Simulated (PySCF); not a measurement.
Exercise with solution: entropy of an ideal gas

GaF, SMILES [F][Ga] (connectivity only; charge and spin as stated), neutral, multiplicity 1.

The structure is a stationary point at B3LYP-D3(BJ)/def2-TZVPD.

B3LYP-D3(BJ)/def2-TZVPD (PySCF 2.14.0) gives the harmonic wavenumbers 594 cm⁻¹ and the rotational temperature 0.4999 K. The molar mass is 88.72 g/mol, the symmetry number 1, the spin multiplicity 1.

Task: Work out the entropy at 298.15 K and 1 atm in the rigid-rotor, harmonic-oscillator model.

Result: 
Translation (Sackur–Tetrode at 1 atm): S = R[1.5 ln M + 2.5 ln T − 1.16487] = 164.7 J/(mol K).
Rotation: q = T/(σ θ) = 596, S = R[ln q + 1] = 61.5 J/(mol K).
Vibration: with u = 1.4388 ν/T, each mode gives R[u/(e^u − 1) − ln(1 − e^−u)]:
| ν (cm⁻¹) | modes | u | S (J/(mol K)) |
|---|---|---|---|
| 594 | 1 | 2.87 | 1.93 |
These are all the modes. Sum 1.9 J/(mol K).
Spin: R ln 1 = 0.0 J/(mol K).
Total 228.1 J/(mol K); the program's own thermochemistry gives 228.1. Translation makes up 72 % and vibration 1 %. Anharmonicity, hindered rotation and orbital degeneracy are left out.
